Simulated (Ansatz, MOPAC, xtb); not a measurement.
Two conformers of C4H4N2 (SMILES N#CCCC#N), B3LYP-D3(BJ)/def2-TZVP minima.
Conformer 1 (charge 0, multiplicity 1):
| atom | x (Å) | y (Å) | z (Å) |
|---|---|---|---|
| N | 2.9534 | 0.0805 | -0.5338 |
| C | 1.8500 | 0.3243 | -0.3247 |
| C | 0.4419 | 0.6012 | -0.0716 |
| C | -0.4419 | -0.6012 | -0.4680 |
| C | -1.8500 | -0.3243 | -0.2150 |
| N | -2.9534 | -0.0805 | -0.0060 |
| H | 0.1457 | 1.4869 | -0.6360 |
| H | 0.3086 | 0.8323 | 0.9865 |
| H | -0.1458 | -1.4869 | 0.0965 |
| H | -0.3085 | -0.8323 | -1.5260 |
Conformer 2 (charge 0, multiplicity 1):
```xyz
10

N      2.325     1.178    -0.747
C      1.587     0.477    -0.213
C      0.646    -0.424     0.441
C     -0.739    -0.435    -0.238
C     -1.446     0.833    -0.096
N     -2.000     1.831     0.037
H      1.060    -1.434     0.413
H      0.550    -0.137     1.489
H     -0.637    -0.667    -1.299
H     -1.346    -1.221     0.214
```

No zero-point or thermal terms.

The state that PM6 reach isn't checked.

The values were computed with Ansatz (Gaussian basis) for Hartree–Fock, density functionals and correlated methods; MOPAC for PM6 (differences of heats of formation); xtb for the GFN methods. 

### Question
Give the electronic energy of conformer 2 less that of conformer 1 at the level PM6.

### Answer
0.8 kcal/mol

Ansatz is a quantum-chemistry and plane-wave program.
